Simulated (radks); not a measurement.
Task: Species: the gadolinium ion Gd+. Configuration: [Xe] 4f7 5d1 6s1 (the NIST ground configuration). Calculated with a radial shooting solver on a logarithmic mesh with Libxc functionals: scalar-relativistic Kohn-Sham, XLYP, spin-polarised, spherical densities, point nucleus; open shells are filled with parallel spins first (spin-orbit coupling, left out, can overturn this in heavy ions). Some entries of the table are withheld. Estimate them.

| orbital | occ. | eigenvalue (hartree) | <r> (bohr) |
|---|---|---|---|
| 1s up | 1 | -1841.867 | 0.02190 |
| 1s down | 1 | -1841.866 | 0.02190 |
| 2s up | 1 | -304.2703 | 0.09327 |
| 2s down | 1 | -304.2671 | 0.09327 |
| 2p up | 3 | -270.7799 | 0.08236 |
| 2p down | 3 | -270.7774 | 0.08236 |
| 3s up | 1 | -67.63098 | 0.2445 |
| 3s down | 1 | -67.53538 | 0.2443 |
| 3p up | 3 | -57.25865 | 0.2431 |
| 3p down | 3 | -57.16346 | 0.2428 |
| 3d up | 5 | -43.55972 | 0.2213 |
| 3d down | 5 | -43.48602 | 0.2210 |
| 4s up | 1 | -13.86470 | 0.5529 |
| 4s down | 1 | -13.63776 | 0.5530 |
| 4p up | 3 | -10.44600 | 0.5852 |
| 4p down | 3 | -10.22158 | 0.5855 |
| 4d up | 5 | -5.71901 | 0.6359 |
| 4d down | 5 | -5.49845 | 0.6371 |
| 5s up | 1 | -2.09383 | 1.326 |
| 5s down | 1 | -1.97272 | 1.345 |
| 5p up | 3 | -1.25830 | 1.551 |
| 5p down | 3 | -1.16230 | 1.582 |
| 4f up | 7 | -0.60698 | (1) |
| 4f down | 0 | -0.41105 | (2) |
| 6s up | 1 | -0.35571 | 3.595 |
| 5d up | 1 | -0.32400 | 2.533 |
| 5d down | 0 | -0.27248 | 2.663 |
| 6p up | 0 | (3) | 4.585 |

Result: 
(1) 4f up <r> (bohr): 0.8533
(2) 4f down <r> (bohr): 0.9017
(3) 6p up eigenvalue (hartree): -0.21947
